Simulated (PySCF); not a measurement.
PySCF input file for C₂H₄Cl₂Si₂, SMILES [SiH3]C#C[SiH](Cl)Cl, IEF-PCM-B3LYP/def2-SVP. The structure is a stationary point at PBE0-D3(BJ)/def2-SVP. The structure was generated by enumeration, and PubChem lists no compound with its InChIKey, so it may never have been made.

```python
import numpy as np
from pyscf import gto, scf, dft
from pyscf.solvent import pcm

mol = gto.M(
    atom='''
    Si    3.70395616   -0.02981100    0.57963814
    C     1.86851747   -0.11790321    0.46496617
    C     0.64853415   -0.17259951    0.38215244
    Si   -1.16503850   -0.26662783    0.28026256
    Cl   -1.93024453    1.63829525    0.25674248
    Cl   -1.68519615   -1.23151174   -1.45561385
    H     4.22202539    0.75517690   -0.57591416
    H     4.25578886   -1.41367801    0.54702067
    H     4.07539027    0.63730766    1.85935925
    H    -1.73787006   -1.00096612    1.42902597
    ''',
    basis='def2-SVP',
    charge=0,
    spin=0,
    max_memory=1600,
    verbose=3,
)
mf = dft.RKS(mol, xc='b3lyp').density_fit(auxbasis='def2-universal-jkfit')
mf.grids.level = 3
mf.conv_tol = 1e-9
mf.max_cycle = 100
mf.kernel()
res = {}
for name, eps in {'water': 78.355, 'chloroform': 4.7113, 'cyclohexanone': 15.619}.items():
    s = mf.PCM()
    s.with_solvent.method, s.with_solvent.eps, s.with_solvent.lebedev_order = 'IEF-PCM', eps, 29
    s.kernel(mf.make_rdm1())
    res[name] = (s.e_tot, eps, s.dip_moment(), s.mo_energy, s.converged)
    print(f'{name}: electrostatic solvation free energy {(s.e_tot - mf.e_tot) * 627.509474:.3f} kcal/mol')
```

Log of the run:

```
converged SCF energy = -1577.58920526096

WARN: PCM is an experimental feature. It is still in testing.
Features and APIs may be changed in the future.

converged SCF energy = -1577.59157038082
Dipole moment(X, Y, Z, Debye):  1.75438, -0.54219,  1.15964
water: electrostatic solvation free energy -1.484 kcal/mol

WARN: PCM is an experimental feature. It is still in testing.
Features and APIs may be changed in the future.

converged SCF energy = -1577.5908737404
Dipole moment(X, Y, Z, Debye):  1.68462, -0.49448,  1.06969
chloroform: electrostatic solvation free energy -1.047 kcal/mol

WARN: PCM is an experimental feature. It is still in testing.
Features and APIs may be changed in the future.

converged SCF energy = -1577.5913735731
Dipole moment(X, Y, Z, Debye):  1.73619, -0.52807,  1.13338
cyclohexanone: electrostatic solvation free energy -1.361 kcal/mol
```

The calculation finished and met its thresholds.

Cost: very roughly 2.5 core-minutes.
